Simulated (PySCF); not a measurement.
## Excitation energy of Sb by level of theory

Sb [Kr] 4d10 5s2 5p3 (4S) → Sb [Kr] 4d10 5s1 5p3 6s1 (6S), as a difference of total energies. Computed with PySCF 2.14 in dyall-av2z (22s16p12d, 130 functions), with no relativity, point nucleus. Correlated levels: valence: [Kr] 4d10 frozen; virtual orbitals above 40 to 60 times the deepest correlated orbital energy dropped. The calculations carry no spin-orbit coupling.

```tsv
method	excitation energy (cm⁻¹)
UHF	72660
LDA	91940
PBE	89787
PBE0	87762
r2SCAN	86645
TPSSh	88900
B3LYP	91474
r2SCAN0	85487
MP2 (valence)	79482
SCS-MP2 (valence)	82132
```

The upper state lies above the first ionisation limit, but in LS coupling its spin forbids autoionisation to the ground ion; at this Z spin-orbit coupling breaks that rule. A Rydberg-like electron needs more diffuse functions than a valence basis has.

The promoted electron is Rydberg-like, and one or two diffuse shells describe it only roughly, which tends to raise the upper state.
